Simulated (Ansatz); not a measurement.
Start from `C[Si]SC` and change one atom or group to get `CS[Si]Cl`.

Ansatz, PBE0-D4/def2-TZVP geometries, multiplicity 1. Each molecule was computed in one conformer, which needn't be the lowest.

```tsv
property	`C[Si]SC`
LUMO energy (ωB97M-V/def2-TZVPP) / eV	0.10
HOMO energy (ωB97M-V/def2-TZVPP) / eV	-8.34
LUMO energy (B3LYP/def2-TZVPP) / eV	-1.99
HOMO energy (PBE0/def2-TZVPP) / eV	-6.29
size of the dipole moment (B3LYP/def2-TZVPP) / D	0.51
HOMO–LUMO gap (PBE0/def2-TZVPP) / eV	4.46
```

(1) What does the change do to each property? (Best estimate.)

Answers

(1) The calculation gave: 
```
                                        property  `CS[Si]Cl`  shift
           LUMO energy (ωB97M-V/def2-TZVPP) / eV       -0.28  -0.38
           HOMO energy (ωB97M-V/def2-TZVPP) / eV       -9.18  -0.84
             LUMO energy (B3LYP/def2-TZVPP) / eV       -2.38  -0.39
              HOMO energy (PBE0/def2-TZVPP) / eV       -7.13  -0.84
size of the dipole moment (B3LYP/def2-TZVPP) / D        1.45   0.94
            HOMO–LUMO gap (PBE0/def2-TZVPP) / eV        4.89   0.43
```

With PBE0 the HOMO falls by 0.84 eV and the LUMO falls by 0.41 eV, so the gap widens by about 0.43 eV. PBE moves the HOMO by -0.80 eV and ωB97M-V by -0.84 eV. Dipoles are sizes alone; their direction can turn.

B3LYP here is the variant with VWN-RPA as its local correlation; programs differ in this.
